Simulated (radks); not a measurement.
Valence configurations of the bromine ion Br+ (all share [Ar]). Calculated with a radial shooting solver on a logarithmic mesh with Libxc functionals: non-relativistic Kohn-Sham, LDA (Slater exchange, Perdew-Wang correlation), spin-polarised, spherical densities, point nucleus; open shells are filled with parallel spins first. Energies are relative to 3d10 4s2 4p4; eigenvalues in eV for spin up.

valence	E (eV)	moment (Bohr magnetons)	e(3d)	e(4p)	e(4s)
3d10 4s2 4p4	0.000	2	-79.841	-18.280	-30.466
3d10 4s1.5 4p4.5	6.064	2	-80.586	-18.610	-30.895
3d9 4s1.5 4p5.5	74.271	2	-94.348	-20.171	-33.256
3d10 4p6	25.349	0	-82.582	-18.820	-
3d10 4s1 4p5	12.147	2	-81.323	-18.938	-31.319
3d9.5 4s1 4p5.5	45.185	2	-88.115	-19.711	-32.494
3d9 4s2 4p5	67.820	2	-93.658	-19.866	-32.866
3d9 4s1 4p6	80.741	2	-95.031	-20.473	-33.642
3d8 4s2 4p6	145.98	2	-107.95	-21.412	-35.160

NIST lists [Ar] 3d10 4s2 4p4 as the ground configuration; this level of theory agrees among the configurations tried. The energies are those of spherical high-spin densities, not of single terms.
